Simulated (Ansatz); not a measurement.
Stepwise reaction of `[SiH3]O[SiH2]O[SiH3]` with ammonia, as a gas-phase model of exchange steps in deposition or etching. ΔE in kJ/mol.

Calculated with Ansatz (gas phase, PBE0-D4/def2-TZVP geometries, no zero-point term in ΔE). CCSD(T)/CBS is the MP2 limit (def2-TZVPP, def2-QZVPP) plus CCSD(T) − MP2 in def2-TZVPP, frozen cores. This one scheme is used for every species. DFT in def2-TZVPP. B3LYP here is the variant with VWN-RPA as its local correlation; programs differ in this. Each species was taken in one conformer, which may not be the lowest.

| step | reaction | PBE-D4 | B3LYP-D4 | ωB97M-V | CCSD(T)/CBS |
| --- | --- | --- | --- | --- | --- |
| 1 | `[SiH3]O[SiH2]O[SiH3]` + NH₃ → `N[SiH2]O[SiH3]` + `O[SiH3]` | 57.4 | 67.6 | 62.4 | 66.2 |

(1) Give the row of step 2, `N[SiH2]O[SiH3]` + NH₃ → `N[SiH2]N` + `O[SiH3]`. (An estimate is asked.)

(2) By hand: ΔE of the 2 steps together at CCSD(T)/CBS.

Results:

(1) Computed: 
```tsv
step	reaction	PBE-D4	B3LYP-D4	ωB97M-V	CCSD(T)/CBS
2	`N[SiH2]O[SiH3]` + NH₃ → `N[SiH2]N` + `O[SiH3]`	59.5	67.9	64.5	66.3
```

(2) (66.2) + (66.3) = 132.5 kJ/mol, or 66.2 kJ/mol a step.

In ΔE the steps differ by no more than 0.1 kJ/mol. All are uphill at CCSD(T)/CBS. PBE-D4 differs from CCSD(T)/CBS by -8.8 to -6.8 kJ/mol a step. Isolated molecules leave out the surface, adducts and barriers. Largest T1 diagnostic: 0.012.
